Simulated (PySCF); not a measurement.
## Ionisation energy of Tl by level of theory

Tl [Xe] 4f14 5d10 6s2 6p1 (2P) → Tl⁺ [Xe] 4f14 5d10 6s2 (1S), as a difference of total energies. All numbers are calculated (PySCF 2.14, scalar relativity through the core potential, in aug-cc-pVTZ-PP with ECP60MDF (6s5p4d2f, 55 functions)). Correlated levels: valence: 5s2 5p6 5d10 frozen. The calculations carry no spin-orbit coupling.

```
           method  ionisation energy (eV)  error (eV)
              UHF                   5.007      -0.457
    MP2 (valence)                   5.180      -0.284
SCS-MP2 (valence)                   5.161      -0.303
   CCSD (valence)                   5.225      -0.239
CCSD(T) (valence)                   5.240      -0.224
  CCSDT (valence)                   5.244      -0.220
```

Reference: 5.464 eV (measured; NIST levels, between the centres of gravity of the two terms).

Errors of the correlated levels include the incompleteness of this basis and the frozen core.
